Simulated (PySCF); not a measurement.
Species: C6H7N2 (doublet state).
Structure used (GFN2-xTB), in Å, numbered top down from 1:
```xyz
15
C6H7N2 angstrom
C     -2.1241   -0.1360   -0.5827
C     -0.8105    0.2747   -0.0446
C     -1.0063    0.2669    1.3978
N     -1.2065    0.2126    2.5230
C      0.3354   -0.6817   -0.4168
C      1.6679   -0.2358    0.1990
C      2.0675    1.0484   -0.3204
N      2.3566    2.0664   -0.7519
H     -2.9007    0.5900   -0.7199
H     -2.3724   -1.1781   -0.6440
H     -0.5600    1.3006   -0.3442
H      0.0982   -1.6880   -0.0645
H      0.4214   -0.7099   -1.5054
H      1.5776   -0.1599    1.2874
H      2.4515   -0.9622   -0.0347
```

The hyperfine couplings belong to this conformer and change with its torsions.

Identity: `[CH2][C@@H](C#N)CCC#N` [radical].

Method used: UKS B3LYP, pcH-1 on C H N, non-relativistic, mean-field spin-orbit, GIAO (PySCF). The structure is a single GFN2-xTB conformer in the gas phase; no vibrational or solvent corrections. Couplings are sensitive to structure, and on GFN2-xTB geometries they can be far from those on DFT ones. Stability of the SCF solution: not tested.

Task: Predict the first-order ENDOR lines of C1, C3, C5, N4, H9/H10, H11, H12, H13 and H15 under fast tumbling at B = 1218.3 mT (Q band).

Result: ν± = |νn ± a/2|, one line for each electron-spin manifold; νn = |g_N| × 7.62259 MHz/T × B.

| nuclei | isotope | g_N | νn (MHz) | a_iso (MHz) | lower line (MHz) | upper line (MHz) |
| --- | --- | --- | --- | --- | --- | --- |
| C1 | 13C | 1.4048 | 13.05 | 98.66 | 36.28 | 62.38 |
| C3 | 13C | 1.4048 | 13.05 | 96.79 | 35.35 | 61.44 |
| C5 | 13C | 1.4048 | 13.05 | 19.29 | 3.40 | 22.69 |
| N4 | 14N | 0.4038 | 3.75 | 1.60 | 2.95 | 4.55 |
| H9/H10 | 1H | 5.5857 | 51.87 | -62.80 | 20.47 | 83.27 |
| H11 | 1H | 5.5857 | 51.87 | 31.06 | 36.34 | 67.40 |
| H12 | 1H | 5.5857 | 51.87 | -1.64 | 51.05 | 52.69 |
| H13 | 1H | 5.5857 | 51.87 | -1.49 | 51.13 | 52.62 |
| H15 | 1H | 5.5857 | 51.87 | 0.60 | 51.57 | 52.17 |

The rows for 13C, of low natural abundance, apply to labelled samples.

Task: Which pairs are centred on the nuclear Larmor frequency, and which on half the coupling?

Result: Centred on νn, since |a| < 2νn: C5, N4, H9/H10, H11, H12, H13 and H15. Centred on |a|/2 and split by 2νn: C1 and C3.

Task: At what field would the lower line of C1 fall to zero frequency?

Result: Where νn = |a|/2, that is B = 49.33 MHz/(1.4048 × 7.62259 MHz/T) = 4610 mT, as far as first order holds there.

Means are taken over nuclei equivalent by connectivity, which assumes that they swap fast.
